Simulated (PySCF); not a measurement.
```xyz
9

C     -1.7542     0.0576    -0.1192
C     -0.3034     0.0013    -0.1017
C      0.8983    -0.0478    -0.0857
N      2.2456    -0.1197    -0.1390
H     -2.1205     0.9695     0.3602
H     -2.1541     0.0280    -1.1368
H     -2.1773    -0.7887     0.4285
H      2.6475    -0.8582     0.4194
H      2.7177     0.7587     0.0170
```

Charge 0, multiplicity 1.

**Question.** Give the Mulliken and meta-Löwdin atomic charges from PBE-D3(BJ)/def2-TZVP // PBE0-D4/def2-TZVP run with PySCF.

**Answer.** 
| atom | Mulliken (e) | meta-Löwdin (e) |
|---|---|---|
| C1 | -0.43 | -0.35 |
| C2 | -0.42 | -0.13 |
| C3 | 0.33 | -0.01 |
| N4 | -0.39 | -0.43 |
| H5 | 0.14 | 0.14 |
| H6 | 0.14 | 0.13 |
| H7 | 0.14 | 0.14 |
| H8 | 0.24 | 0.25 |
| H9 | 0.24 | 0.25 |
